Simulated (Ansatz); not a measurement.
```yaml
crystal:
  periodic: [false, false, false]
  atoms:
    - {symbol: F, position_ang: [-0.685769, 0.851683, 1.785584]}
    - {symbol: C, position_ang: [0.021014, 0.831039, 0.636698]}
    - {symbol: O, position_ang: [0.888663, -0.271045, 0.614909]}
    - {symbol: Si, position_ang: [0.039073, -0.842874, -0.708073]}
    - {symbol: O, position_ang: [-0.822597, 0.568329, -0.452887]}
    - {symbol: H, position_ang: [0.544995, 1.786229, 0.547804]}
    - {symbol: H, position_ang: [-0.703791, -2.106659, -0.510979]}
    - {symbol: H, position_ang: [0.810510, -0.873901, -1.968757]}
basis:
  gaussian: {orbitals: def2-mTZVP}
hamiltonian: {xc: {name: HF}}
correlation: {method: mp2, frozen_orbitals: {F: 0}}
```

```sh
$ ansatz run in.yaml --threads 2 --pin off --events-out ev --progress --plain --max-ram 4352MiB
```

(1) How does Ansatz answer? (An estimate is asked.)

## Answers

(1) Computed: The program refused the input.
```
Functional definition: HF
Error: "frozen_orbitals" has no count for C
```
